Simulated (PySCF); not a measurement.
Cl3Y (SMILES [Cl][Y]([Cl])[Cl]), singlet, geometry from GFN2-xTB (such geometries of metal compounds can be far from the true shape) (core potentials on Y); PBE0/def2-SVP run with PySCF.

PySCF was given this input:
```python
from pyscf import gto, scf, dft

mol = gto.Mole()
mol.atom = '''
    Y     0.232733    0.605988    0.376407
    Cl    1.713069   -0.829119   -0.868297
    Cl   -0.876407   -1.257959    1.423178
    Cl   -1.370579    0.696870   -1.418403
'''
mol.basis = 'def2-svp'
mol.ecp = {'Y': 'def2-svp'}
mol.charge = 0
mol.spin = 0
mol.verbose = 5
mol.build()

mf = dft.RKS(mol)
mf.xc = 'pbe0'
mf.grids.atom_grid = (75, 302)
mf.kernel()
```

**Question.** Predict the main parts of the log of this PySCF run.

**Answer.** 
```
PySCF version 2.14.0

[INPUT] verbose = 5
[INPUT] max_memory = 4000
[INPUT] num. atoms = 4
[INPUT] num. electrons = 62
[INPUT] charge = 0
[INPUT] spin (= nelec alpha-beta = 2S) = 0
[INPUT] symmetry False subgroup None
[INPUT] Mole.unit = angstrom
[INPUT] Symbol           X                Y                Z      unit          X                Y                Z       unit  Magmom
[...]
[INPUT] ---------------- BASIS SET ----------------
[INPUT] l, kappa, [nprim/nctr], expnt,             c_1 c_2 ...
[INPUT] Y
[...]
                                4.240192          1.9459581166
                                1.29828           0.44182603154
[...]
                                1.97905           0.32572065996
                                0.79980886805     0.500946555025
                                0.38409397354     0.443859294928
[...]
                                1.1363234302      0.191836296641
                                0.45617043877     0.405977885388
                                0.17470950748     0.438614855182
[...]
[INPUT] Cl
[...]
                                1571.7365221      0.014754727977
                                357.12065523      0.066679112875
                                100.25185935      0.17228924084
                                30.812727554      0.158837861
[...]
                                5.7045760975      0.60841752753
                                2.3508376809      0.54352153355
[...]
                                72.102015515      -0.063563355471
                                22.532680262      -0.24016428276
                                7.8991765444      -0.47798866557
                                2.8767268321      -0.38515850005
[...]
nuclear repulsion = 254.942114636663
number of shells = 35
number of NR pGTOs = 165
number of NR cGTOs = 85
basis = def2-svp
ecp = {'Y': 'def2-svp'}

******** <class 'pyscf.dft.rks.RKS'> ********
method = RKS
initial guess = minao
damping factor = 0
level_shift factor = 0
DIIS = <class 'pyscf.scf.diis.CDIIS'>
diis_start_cycle = 1
diis_space = 8
diis_damp = 0
SCF conv_tol = 1e-09
SCF conv_tol_grad = None
SCF max_cycles = 50
direct_scf = True
direct_scf_tol = 1e-13
XC library pyscf.dft.libxc version 7.1.2
    S. Lehtola, C. Steigemann, M. J. T. Oliveira, and M. A. L. Marques,  SoftwareX 7, 1–5 (2018)
XC functionals = pbe0
    C. Adamo and V. Barone,  J. Chem. Phys. 110, 6158 (1999)
    M. Ernzerhof and G. E. Scuseria,  J. Chem. Phys. 110, 5029 (1999)
radial grids:
    Treutler-Ahlrichs [JCP 102, 346 (1995); DOI:10.1063/1.469408] (M4) radial grids

becke partition: Becke, JCP 88, 2547 (1988); DOI:10.1063/1.454033
pruning grids: <function nwchem_prune>
grids dens level: 3
symmetrized grids: False
atomic radii adjust function: <function treutler_atomic_radii_adjust>
User specified grid scheme (75, 302)
small_rho_cutoff = 0
Set gradient conv threshold to 3.16228e-05
Initial guess from minao.
Density of valence part of ANO basis will be used as initial guess for Y
atom Y rad-grids = 75, ang-grids = [ 50  50  50  50  50  50  50  50  50  50  50  50  50  50  50  50  50  50
  50  50  50  50  50  86  86  86  86  86  86  86  86  86  86  86  86  86
 266 266 266 266 266 266 266 266 266 302 302 302 302 302 302 302 302 302
 302 302 302 302 302 302 302 302 302 266 266 266 266 266 266 266 266 266
 266 266 266]
atom Cl rad-grids = 75, ang-grids = [ 50  50  50  50  50  50  50  50  50  50  50  50  50  50  50  50  50  50
  50  50  50  50  86  86  86  86  86  86  86  86  86  86  86  86 266 266
 266 266 266 266 266 266 266 302 302 302 302 302 302 302 302 302 302 302
 302 302 302 302 302 302 266 266 266 266 266 266 266 266 266 266 266 266
 266 266 266]
tot_boxes 2184, boxes in each direction [12 10 11]
Padding 0 grids
tot grids = 54240
nelec by numeric integration = 61.39671161587232
E1 = -2456.687684843302  E2 = 788.6954130444482  Ecoul = 877.2498000405818  Exc = -88.5543869961336
init E= -1413.05015716219
cond(S) = 260.26752189017975
[...]
  mo_energy =
[-1.01906498e+02 -1.01906492e+02 -1.01906491e+02 -9.77884990e+00
 -9.77853593e+00 -9.77853243e+00 -7.51222670e+00 -7.51220271e+00
 -7.51218486e+00 -7.50848400e+00 -7.50847111e+00 -7.50846521e+00
 -7.50845734e+00 -7.50844960e+00 -7.50844289e+00 -2.51058579e+00
 -1.68211367e+00 -1.68211328e+00 -1.68031139e+00 -1.09862758e+00
 -1.07551586e+00 -1.07551455e+00 -6.30822135e-01 -6.30816620e-01
 -6.24405007e-01 -6.08512785e-01 -6.06295160e-01 -6.06281202e-01
 -5.48238810e-01 -5.48232883e-01 -5.38075313e-01 -4.40221728e-01
 -4.36074337e-01 -4.36068906e-01 -3.90271514e-01 -3.90270998e-01
 -3.26491059e-01 -1.41481240e-01 -1.41478983e-01 -1.22518983e-01
 -7.47477036e-02 -2.96577909e-02 -2.96572234e-02 -1.79431922e-02
 -1.64725567e-02 -1.64597350e-02  5.20605658e-02  5.45671825e-02
  5.45775072e-02  2.14356197e-01  2.28820641e-01  2.28854194e-01
  2.45520892e-01  2.77259306e-01  2.77265330e-01  2.78086752e-01
  4.86117606e-01  4.87134786e-01  4.87162453e-01  5.46611478e-01
  5.55325675e-01  5.55330569e-01  5.57498576e-01  5.57505071e-01
  5.86700498e-01  5.87101427e-01  5.87110182e-01  5.99370604e-01
  6.44421593e-01  6.44458437e-01  6.46365440e-01  7.32808240e-01
  7.49535315e-01  7.49542310e-01  7.94129638e-01  8.05707961e-01
  8.19039546e-01  8.19047567e-01  8.89712696e-01  8.89732178e-01
  9.09000297e-01  9.59845119e-01  9.59851439e-01  1.19126264e+00
  2.92691672e+01]
nelec by numeric integration = 61.999992996753434
E1 = -2483.3300340262667  E2 = 810.9674923559866  Ecoul = 900.635313448237  Exc = -89.66782109225042
cycle= 1 E= -1417.42042703362  delta_E= -4.37  |g|= 1.72  |ddm|= 4.89
[...]
  mo_energy =
[-1.01736497e+02 -1.01736482e+02 -1.01736401e+02 -9.57063756e+00
 -9.57062180e+00 -9.57054953e+00 -7.30648139e+00 -7.30647607e+00
 -7.30640742e+00 -7.30578924e+00 -7.30577963e+00 -7.30571006e+00
 -7.30568847e+00 -7.30563718e+00 -7.30556671e+00 -1.26421270e+00
 -8.21952582e-01 -8.20889830e-01 -8.20861071e-01 -5.25037182e-01
[...]
 -2.31366077e-02  5.44704838e-02  5.44744173e-02  5.45863164e-02
  8.05187939e-02  1.52680144e-01  1.52682704e-01  1.67345363e-01
  1.67355557e-01  1.72155183e-01  3.56134311e-01  3.56152099e-01
  3.65994720e-01  5.25828046e-01  5.34008194e-01  5.34062102e-01
  5.64977175e-01  5.66382640e-01  5.66398470e-01  5.80404425e-01
  7.07938529e-01  7.07955840e-01  7.10888445e-01  8.08889891e-01
  8.14667633e-01  8.14676531e-01  8.20472388e-01  8.20482412e-01
  8.52122494e-01  8.52631115e-01  8.52641843e-01  8.67154974e-01
  9.20144294e-01  9.20193089e-01  9.22751160e-01  1.02315207e+00
  1.03878866e+00  1.03880505e+00  1.05040348e+00  1.06771755e+00
  1.06774073e+00  1.13054383e+00  1.13056574e+00  1.14042542e+00
  1.17354018e+00  1.24586592e+00  1.24587161e+00  1.49056879e+00
  3.00657524e+01]
nelec by numeric integration = 61.99999236854572
E1 = -2480.2402421150555  E2 = 807.0302828055674  Ecoul = 896.5213003963362  Exc = -89.49101759076888
cycle= 8 E= -1418.26784467283  delta_E= -6.79e-08  |g|= 8.61e-05  |ddm|= 0.00062
[...]
  mo_energy =
[-1.01644482e+02 -1.01644463e+02 -1.01644448e+02 -9.49603194e+00
 -9.49601270e+00 -9.49599513e+00 -7.23219112e+00 -7.23214860e+00
 -7.23212291e+00 -7.23031467e+00 -7.23030103e+00 -7.23029467e+00
 -7.22999211e+00 -7.22998734e+00 -7.22997049e+00 -1.94056480e+00
 -1.14182709e+00 -1.13842218e+00 -1.13842160e+00 -7.91825811e-01
 -7.85869168e-01 -7.85860802e-01 -3.52064778e-01 -3.48226730e-01
 -3.48212801e-01 -3.41006039e-01 -3.38138718e-01 -3.38129140e-01
 -3.05579260e-01 -3.05575395e-01 -2.97968140e-01 -9.83534506e-02
 -5.26155521e-02 -5.26104846e-02 -3.21346025e-02 -2.31533573e-02
 -2.31490080e-02  5.44628605e-02  5.44667719e-02  5.45834342e-02
  8.05112856e-02  1.52672197e-01  1.52674770e-01  1.67339688e-01
  1.67349870e-01  1.72151119e-01  3.56121883e-01  3.56139662e-01
  3.65982620e-01  5.25814178e-01  5.33995347e-01  5.34049216e-01
  5.64965142e-01  5.66369623e-01  5.66385429e-01  5.80390854e-01
  7.07933147e-01  7.07950325e-01  7.10882405e-01  8.08882178e-01
  8.14660109e-01  8.14669164e-01  8.20464051e-01  8.20473891e-01
  8.52111790e-01  8.52619728e-01  8.52630462e-01  8.67146713e-01
  9.20133062e-01  9.20181827e-01  9.22739082e-01  1.02313860e+00
  1.03877726e+00  1.03879366e+00  1.05039656e+00  1.06770760e+00
  1.06773065e+00  1.13053648e+00  1.13055850e+00  1.14041609e+00
  1.17353007e+00  1.24585518e+00  1.24586100e+00  1.49055684e+00
  3.00657421e+01]
nelec by numeric integration = 61.999992368214976
E1 = -2480.2407872448534  E2 = 807.0308279329262  Ecoul = 896.5218744694392  Exc = -89.49104653651308
cycle= 9 E= -1418.26784467526  delta_E= -2.44e-09  |g|= 1.13e-05  |ddm|= 0.000132
[...]
  mo_energy =
[-1.01644480e+02 -1.01644461e+02 -1.01644446e+02 -9.49603156e+00
 -9.49601182e+00 -9.49599451e+00 -7.23219081e+00 -7.23214775e+00
 -7.23212236e+00 -7.23031413e+00 -7.23030008e+00 -7.23029389e+00
 -7.22999125e+00 -7.22998653e+00 -7.22996969e+00 -1.94056527e+00
 -1.14182775e+00 -1.13842240e+00 -1.13842182e+00 -7.91825720e-01
 -7.85869147e-01 -7.85860716e-01 -3.52064455e-01 -3.48226780e-01
 -3.48212768e-01 -3.41006190e-01 -3.38138717e-01 -3.38129204e-01
 -3.05579265e-01 -3.05575482e-01 -2.97968154e-01 -9.83537941e-02
 -5.26157634e-02 -5.26106827e-02 -3.21347105e-02 -2.31534358e-02
 -2.31491023e-02  5.44627987e-02  5.44667279e-02  5.45831401e-02
  8.05109387e-02  1.52672207e-01  1.52674769e-01  1.67339589e-01
  1.67349780e-01  1.72150684e-01  3.56121896e-01  3.56139683e-01
  3.65982390e-01  5.25814276e-01  5.33994916e-01  5.34048822e-01
  5.64965194e-01  5.66369243e-01  5.66385070e-01  5.80390745e-01
  7.07933015e-01  7.07950286e-01  7.10882515e-01  8.08882190e-01
  8.14660365e-01  8.14669313e-01  8.20464159e-01  8.20474123e-01
  8.52111484e-01  8.52619779e-01  8.52630507e-01  8.67146831e-01
  9.20132885e-01  9.20181675e-01  9.22739389e-01  1.02313871e+00
  1.03877752e+00  1.03879390e+00  1.05039651e+00  1.06770717e+00
  1.06773031e+00  1.13053658e+00  1.13055853e+00  1.14041603e+00
  1.17352917e+00  1.24585501e+00  1.24586074e+00  1.49055692e+00
  3.00657415e+01]
nelec by numeric integration = 61.99999236831521
E1 = -2480.2407581867083  E2 = 807.0307988747533  Ecoul = 896.5218434925673  Exc = -89.49104461781408
cycle= 10 E= -1418.26784467529  delta_E= -2.77e-11  |g|= 5.8e-06  |ddm|= 1.92e-05
[...]
  mo_energy =
[-1.01644481e+02 -1.01644463e+02 -1.01644447e+02 -9.49603241e+00
 -9.49601321e+00 -9.49599562e+00 -7.23219167e+00 -7.23214920e+00
 -7.23212348e+00 -7.23031503e+00 -7.23030142e+00 -7.23029506e+00
 -7.22999242e+00 -7.22998765e+00 -7.22997080e+00 -1.94056222e+00
 -1.14182490e+00 -1.13841964e+00 -1.13841906e+00 -7.91826133e-01
 -7.85869523e-01 -7.85861163e-01 -3.52064620e-01 -3.48226773e-01
 -3.48212852e-01 -3.41006364e-01 -3.38138955e-01 -3.38129371e-01
 -3.05579716e-01 -3.05575843e-01 -2.97968645e-01 -9.83524057e-02
 -5.26142960e-02 -5.26092289e-02 -3.21332776e-02 -2.31519445e-02
 -2.31475931e-02  5.44635043e-02  5.44674146e-02  5.45834066e-02
  8.05119156e-02  1.52672953e-01  1.52675527e-01  1.67340204e-01
  1.67350385e-01  1.72151269e-01  3.56122990e-01  3.56140768e-01
  3.65983328e-01  5.25815096e-01  5.33995918e-01  5.34049784e-01
  5.64966503e-01  5.66370012e-01  5.66385816e-01  5.80391140e-01
  7.07932588e-01  7.07949758e-01  7.10882036e-01  8.08881636e-01
  8.14659696e-01  8.14668760e-01  8.20463697e-01  8.20473527e-01
  8.52111194e-01  8.52619451e-01  8.52630185e-01  8.67146576e-01
  9.20132803e-01  9.20181566e-01  9.22739224e-01  1.02313884e+00
  1.03877730e+00  1.03879370e+00  1.05039627e+00  1.06770743e+00
  1.06773048e+00  1.13053630e+00  1.13055834e+00  1.14041635e+00
  1.17353082e+00  1.24585502e+00  1.24586084e+00  1.49055715e+00
  3.00657446e+01]
nelec by numeric integration = 61.99999236828286
E1 = -2480.240824342184  E2 = 807.0308650302403  Ecoul = 896.521915336397  Exc = -89.49105030615671
Extra cycle  E= -1418.26784467528  delta_E= 1.14e-11  |g|= 8.52e-06  |ddm|= 1.9e-05
converged SCF energy = -1418.26784467528
```
